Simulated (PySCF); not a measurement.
Molecule: `Oc1cccc(Cl)c1`, C₆H₅ClO.

Molfile (atoms numbered from 1):
```
C6H5ClO
     RDKit          3D

 13 13  0  0  0  0  0  0  0  0999 V2000
    2.3176   -0.6186   -0.0299 O   0  0  0  0  0  0  0  0  0  0  0  0
    0.9856   -0.4164   -0.0252 C   0  0  0  0  0  0  0  0  0  0  0  0
    0.5237    0.9047   -0.0060 C   0  0  0  0  0  0  0  0  0  0  0  0
   -0.8431    1.1551   -0.0004 C   0  0  0  0  0  0  0  0  0  0  0  0
   -1.7714    0.1135   -0.0137 C   0  0  0  0  0  0  0  0  0  0  0  0
   -1.2945   -1.1942   -0.0328 C   0  0  0  0  0  0  0  0  0  0  0  0
   -2.4177   -2.5143   -0.0498 Cl  0  0  0  0  0  0  0  0  0  0  0  0
    0.0709   -1.4738   -0.0389 C   0  0  0  0  0  0  0  0  0  0  0  0
    2.5012   -1.5639   -0.0438 H   0  0  0  0  0  0  0  0  0  0  0  0
    1.2539    1.7152    0.0044 H   0  0  0  0  0  0  0  0  0  0  0  0
   -1.1989    2.1879    0.0148 H   0  0  0  0  0  0  0  0  0  0  0  0
   -2.8446    0.3045   -0.0093 H   0  0  0  0  0  0  0  0  0  0  0  0
    0.4118   -2.5118   -0.0543 H   0  0  0  0  0  0  0  0  0  0  0  0
  1  2  1  0
  2  3  2  0
  3  4  1  0
  4  5  2  0
  5  6  1  0
  6  7  1  0
  6  8  2  0
  8  2  1  0
  1  9  1  0
  3 10  1  0
  4 11  1  0
  5 12  1  0
  8 13  1  0
M  END
```

Geometry PBE0-D3(BJ)/def2-SVP throughout; GIAO in PySCF, gas phase, one conformer, non-relativistic; equivalent atoms averaged; basis pcSseg-1.

For orientation, BLYP gives these shifts δ (against H2O, TMS, HCl at the same level): O1 140.6, C2 162.4, C4 133.7, C5 123.6, C8 115.9, Cl7 265.3, H12 6.63, H13 6.25, H9 3.76 ppm.

A run gave: O1 92.2, C2 165.0, C4 141.4, C5 126.2, C8 118.3, Cl7 165.0, H12 7.08, H13 6.72, H9 4.02 ppm (shifts δ (against H2O, TMS, HCl at the same level)).

**Question.** Which functional was used in that run?
A. PBE
B. OPBE
C. CAM-B3LYP
D. HF

**Answer.** D. Cl7 tells them apart best: HF gives 165.0, CAM-B3LYP gives 232.7, OPBE gives 250.7, PBE gives 267.5 ppm.
